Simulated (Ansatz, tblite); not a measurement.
Two members of one family (Series NiX2(NH3)2), computed with Ansatz in the gas phase. The two geometries come from different levels. A negative affinity means that the extra electron isn't bound at that geometry and level; within about 0.2 eV of zero the sign isn't settled. Singlets are spin-restricted. Names give formal oxidation states. A dash marks a value that wasn't run or was left out as unsound. The structures are stationary points that may keep the symmetry of their start. Remarks come from the PBE and PBE0 runs and from stability tests at other levels; not every state was tested. A HOMO above zero means that the electron is unbound at that level and held by the basis, or that self-interaction error raises the level; the energy of removing that electron tells which. HOMO above LUMO (over both spins in singlets and doublets, within one spin in higher multiplets; at PBE or PBE0), or a gap under 0.15 eV within one spin, warns that the state may not be the lowest or that an electron is smeared out.

First: cis-NiBr2(NH3)2 (singlet, charge 0, PBE-D4/def2-SVP geometry).

```xyz
11

Ni    0.355   -0.542    0.476
Br   -0.439   -2.335    1.700
Br    2.545   -0.885    1.127
N     1.018    0.982   -0.552
H     0.712    1.906   -0.211
H     0.850    0.961   -1.568
H     2.045    0.920   -0.394
N    -1.494   -0.254   -0.087
H    -2.005   -0.972    0.466
H    -1.682   -0.448   -1.083
H    -1.905    0.668    0.127
```

```
              level  HOMO (eV)  LUMO (eV)  gap (eV)  vertical IE (eV)  vertical EA (eV)
   PBE-D4/def2-TZVP      -4.70      -3.34      1.36              7.64                 –
  PBE-D4/def2-TZVPD      -4.80      -3.43      1.36                 –              0.97
r2SCAN-D4/def2-TZVP      -5.02      -3.25      1.77              7.80                 –
 PBE0-D4/def2-TZVPD      -6.54      -2.14      4.40                 –              1.16
 HSE06-D4/def2-TZVP      -6.06      -2.43      3.63                 –                 –
```

Metal–donor distances: 2 × Br 2.31 Å, 2 × N 1.95 Å. The relaxed triplet lies at -0.90 eV (r2SCANh-D4/def2-TZVP) to -0.02 eV (PBE-D4/def2-TZVP) from the singlet, nearly a tie at some levels. Remarks: triplet 0.80 eV lower at PBE0-D4/def2-TZVP (not tabulated), restricted SCF unstable, spin-contaminated (⟨S²⟩ up to 1.00) (+1 doublet), HOMO above zero (-1 doublet).

Second: trans-NiH2(NH3)2 (singlet, charge 0, B3LYP-D4/def2-SVP geometry).

```csv
atom,x (Å),y (Å),z (Å)
Ni1,-0.002,0.001,-0.002
H2,-1.279,-0.346,0.830
N3,-0.002,-1.803,-0.663
H4,0.736,-2.000,-1.338
H5,-0.903,-2.013,-1.098
H6,0.095,-2.454,0.119
H7,1.279,0.346,-0.829
N8,0.000,1.804,0.661
H9,-0.020,2.461,-0.123
H10,0.874,1.985,1.160
H11,-0.778,2.020,1.284
```

Estimate the same table for the second.


```json
{"level": "PBE-D4/def2-TZVP", "HOMO (eV)": "-3.24", "LUMO (eV)": "-1.25", "gap (eV)": "2.00", "vertical IE (eV)": "7.01", "vertical EA (eV)": "–"}
{"level": "PBE-D4/def2-TZVPD", "HOMO (eV)": "-3.36", "LUMO (eV)": "-1.46", "gap (eV)": "1.90", "vertical IE (eV)": "–", "vertical EA (eV)": "-0.45"}
{"level": "r2SCAN-D4/def2-TZVP", "HOMO (eV)": "-3.33", "LUMO (eV)": "-0.93", "gap (eV)": "2.40", "vertical IE (eV)": "6.70", "vertical EA (eV)": "–"}
{"level": "PBE0-D4/def2-TZVPD", "HOMO (eV)": "-5.28", "LUMO (eV)": "-0.35", "gap (eV)": "4.93", "vertical IE (eV)": "–", "vertical EA (eV)": "-0.71"}
{"level": "HSE06-D4/def2-TZVP", "HOMO (eV)": "-4.77", "LUMO (eV)": "-0.40", "gap (eV)": "4.36", "vertical IE (eV)": "6.67", "vertical EA (eV)": "–"}
```

Metal–donor distances: 2 × H 1.56 Å, 2 × N 1.92 Å. The relaxed triplet lies at 0.22 eV (r2SCAN0-D4/def2-TZVP) to 1.51 eV (LDA (SPW92)/def2-TZVP) from the singlet. Remarks: gap within one spin near zero at PBE or PBE0 (+1 doublet), HOMO above zero (-1 doublet).
